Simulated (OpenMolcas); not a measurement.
**Levels of Rh2+ by method**

```yaml
Program: OpenMolcas
Basis: ANO-RCC-VQZP [8s7p5d3f2g1h]
Scalar_Hamiltonian: DKH2, point nucleus
Active_space: 7 electrons in 10 orbitals (4d 5d)
State_averaging: 2S+1 = 4 even, 10 roots; 2S+1 = 2 even, 40 roots
Spin-orbit_coupling: state interaction with AMFI integrals over the reference wave functions, term energies averaged over their components
```

Methods on the same reference wave functions:
A. CASSCF
B. SS-CASPT2, IPEA 0.25 Eh, imaginary shift 0.1 Eh (closed shells correlated: 4s 4p)
C. MS-CASPT2, IPEA 0.25 Eh, imaginary shift 0.1 Eh (closed shells correlated: 4s 4p)

Energies in eV above 4d7 4F 9/2, the measured ground level; measured values from the list in Shadmi, J. Res. Natl. Bur. Stand. 70A, 435 (1966).

```csv
Level,A,B,C,Measured
4d7 4F 9/2,0.0000,0.0000,0.0000,0.0000
4d7 4F 7/2,0.2570,0.260,0.260,0.2663
4d7 4F 5/2,0.4245,0.424,0.424,0.4322
4d7 4F 3/2,0.5317,0.527,0.527,0.5359
4d7 4P 5/2,1.7994,1.415,1.415,1.3716
4d7 4P 3/2,1.8058,1.403,1.403,1.3635
4d7 2G 9/2,1.8933,1.643,1.643,
4d7 4P 1/2,1.9752,1.585,1.585,
4d7 2G 7/2,2.1536,1.899,1.899,
4d7 2P 3/2 [55 %],2.4773,2.039,2.038,
4d7 2H 11/2,2.5029,2.222,2.222,
4d7 2D 5/2(1),2.7360,2.331,2.333,
4d7 2P 1/2,2.7539,2.284,2.284,
4d7 2H 9/2,2.7585,2.481,2.481,
4d7 2D 3/2(1) [70 %],3.1833,2.762,2.757,
4d7 2F 5/2,4.1484,3.407,3.407,
4d7 2F 7/2,4.2783,3.543,3.543,
4d7 2D 3/2(2),6.4361,5.443,5.449,
4d7 2D 5/2(2),6.5838,5.593,5.591,
```

Deviations, from unrounded energies. A percentage is the sum of absolute deviations over the sum of measured energies, with the sign that they share, or ± where signs differ.

```tsv
Against measurement	Levels	A	B	C
mean absolute deviation (cm-1)	5	1400	170	170
fine structure of the ground term (%)	3	-1.7	-1.9	-1.9
other terms of the ground configuration (%)	2	+31.8	+3.0	+3.1
```

B, C lie about equally close to measurement and A furthest from it. The largest miss of B in the table is 4d7 4P 5/2, by +350 cm-1. The ranking rests on the paired levels alone, and a cruder setting can come out closer through cancelling errors.

Between B and C the level of the table that moves most is 4d7 2D 3/2(2), by 47 cm-1 (lowest in B, highest in C). Moves below CASPT2's spread within the term are not significant.

The two smallest mean deviations differ by little beside CASPT2's spread within terms, so their order carries little weight.

From A to B the spin-free energies of the other terms of 4d7 shown, above 4F, scale by factors of 0.76 to 0.88, as is usual when dynamic correlation screens the repulsion within a d or f shell.

The lowest spin-free term lies below A's lowest term by 0.492 hartree in B, 0.492 hartree in C.

CASPT2 does not keep the components of a term degenerate, so their means are used; among the terms shown or strongly mixed into the levels shown the widest spread is 1200 cm-1 (4d7 4F, C). Active for correlation alone: 5d; no level in the range computed is led by a configuration that fills it, so any true level of that kind is missing. Without dynamic correlation excited terms often stand tens of per cent too high (terms of higher spin than the ground term too low), and those without a measured partner can miss by more than the paired ones (holds for A). The CASPT2 spread within a term exceeds the gap to the next term for 4d7 2H and 4d7 2D(1), so the order of their levels is uncertain (holds for C). Computed and measured levels are paired by configuration, term and J; levels that our copy of the source lacks, or whose pairing is in doubt (as where it misses far off the trend of its configuration), stay unpaired and out of the deviations. Levels of configurations outside the active space are missing.

A share in square brackets marks a mixed level and gives the weight of the term that names it, the lowest over the columns. A number in round brackets counts repeated terms of one configuration in the order of the reference energies.
